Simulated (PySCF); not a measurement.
Two-component Hartree-Fock for Fe⁴⁺ (iron, charge +4)

Start: [Ar] 3d4; 3d3/2 filled at m_j = -3/2, -1/2, +1/2, +3/2. Calculated with PySCF 2.14 in x2c-TZVPall-2c (6s7p4d1f, 54 functions): generalised Hartree-Fock with the X2C-1e Hamiltonian and a Gaussian nucleus; one run each with spin-orbit coupling (SO) switched off, then screened by Boettger's factors.

```csv
spinor shell,electrons,"ε, spin-free (eV)","ε, screened SO (eV)",weight of nominal j (screened SO),"rms radius, screened SO (bohr)"
1s1/2,2,-7236.3,-7236.3,1.000,0.0675
2s1/2,2,-944.99,-944.96,1.000,0.288
2p1/2,2,-810.63,-819.87,0.976,0.259
2p3/2,4,-810.63,-806.07,0.988,0.261
3s1/2,2,-174.28,-174.27,1.000,0.852
3p1/2,2,-132.78,-134.76,0.653,0.895
3p3/2,4,-132.78,-131.79,0.826,0.901
3d3/2,4,-77.100,-77.112,0.516,1.00
```

```
   quantity    spin-free  screened SO
E (hartree)  -1267.51363  -1267.53633
        M_J            0            0
       ⟨J²⟩        4.004        3.900
       ⟨L²⟩        6.003        5.999
       ⟨S²⟩        6.001        5.997
```

The determinant has a definite M_J but mixes levels of different J.

Each row is a mean over spinors that exchange with the open shell spreads, by up to 15.753 eV (3p3/2).

Rows whose weight is well below 1 are mixtures of j = l ± 1/2: exchange outweighs spin-orbit coupling there, and the label is only the starting occupation.

Without spin-orbit coupling the j labels of p, d and f shells carry no meaning; the spin-free column gives the mean over the occupied spinors of each nl shell, and its ⟨J²⟩ belongs to a mixture of degenerate components.
